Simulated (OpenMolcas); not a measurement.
## Tc III: from CASSCF to CASPT2

* Program: OpenMolcas 26.06
* Basis: ANO-R3 [8s6p5d3f2g1h]
* Scalar Hamiltonian: X2C, finite nucleus
* Active space: 5 electrons in 5 orbitals (4d)
* State averaging: 2S+1 = 6 even, 1 root; 2S+1 = 4 even, 24 roots; 2S+1 = 2 even, 75 roots
* Spin-orbit coupling: RASSI with atomic mean-field integrals over the reference wave functions, term energies averaged over their components

Methods on the same reference wave functions:
A. CASSCF
B. SS-CASPT2, IPEA 0.25 Eh, imaginary shift 0.1 Eh (closed shells correlated: 4s 4p)
C. MS-CASPT2, IPEA 0.25 Eh, imaginary shift 0.1 Eh (closed shells correlated: 4s 4p)

Energies in cm-1 above 4d5 6S 5/2.

```
               Level      A      B      C
          4d5 6S 5/2    0.0    0.0    0.0
          4d5 4G 5/2  24380  20030  20030
          4d5 4G 7/2  24503  20180  20180
         4d5 4G 11/2  24536  20230  20230
          4d5 4G 9/2  24576  20270  20270
   4d5 4P 5/2 [60 %]  27704  22140  22140
   4d5 4P 3/2 [62 %]  28000  22460  22460
   4d5 4P 1/2 [74 %]  28390  22970  22970
          4d5 4D 7/2  30152  23920  23920
   4d5 4D 1/2 [75 %]  30562  24500  24500
   4d5 4D 3/2 [62 %]  30859  24910  24910
   4d5 4D 5/2 [62 %]  30884  24920  24920
         4d5 2I 11/2  34927  29740  29740
         4d5 2I 13/2  35213  30080  30080
4d5 2D 5/2(1) [55 %]  38462  31500  31500
4d5 2D 3/2(1) [62 %]  39386  32170  32170
   4d5 4F 7/2 [50 %]  40411  33070  33070
          4d5 4F 9/2  40494  33060  33060
          4d5 4F 5/2  40855  33480  33480
4d5 2F 7/2(1) [54 %]  41143  34170  34170
   4d5 4F 3/2 [62 %]  41602  34290  34290
4d5 2F 5/2(1) [50 %]  42903  35910  35910
         4d5 2H 11/2  43642  37250  37250
       4d5 2G 7/2(1)  44270  36570  36570
```

Between B and C no level of the table moves by more than 5 cm-1.

From A to B the spin-free energies of the other terms of 4d5 shown, above 6S, scale by factors of 0.79 to 0.85, as is usual when dynamic correlation screens the repulsion within a d or f shell.

The lowest spin-free term lies below A's lowest term by 0.410 hartree in B, 0.410 hartree in C.

CASPT2 breaks the degeneracy within a term, and the mean is taken; among the terms shown or strongly mixed into the levels shown the widest spread is 910 cm-1 (4d5 4F, C). Levels of configurations with an s electron are missing; early in the row they begin among the upper levels of the d shell and mix with terms of their name. Without dynamic correlation excited terms often stand tens of per cent too high (terms of higher spin than the ground term too low), and those without a measured partner can miss by more than the paired ones (holds for A). Blocks of more than 70 roots (2S+1 = 2 even) ran without multistate coupling (holds for C). The CASPT2 spread within a term exceeds the gap to the next term for 4d5 2D(1) and 4d5 4F, 4d5 4F and 4d5 2F(1), so the order of their levels is uncertain, and so are names and mixing where such terms share a J (holds for C). Only configurations of the active space appear. Levels that lie high or do not pair safely by name in every column are left out.

A share in square brackets marks a mixed level and gives the weight of the term that names it, the lowest over the columns. A number in round brackets counts repeated terms of one configuration in the order of the reference energies.
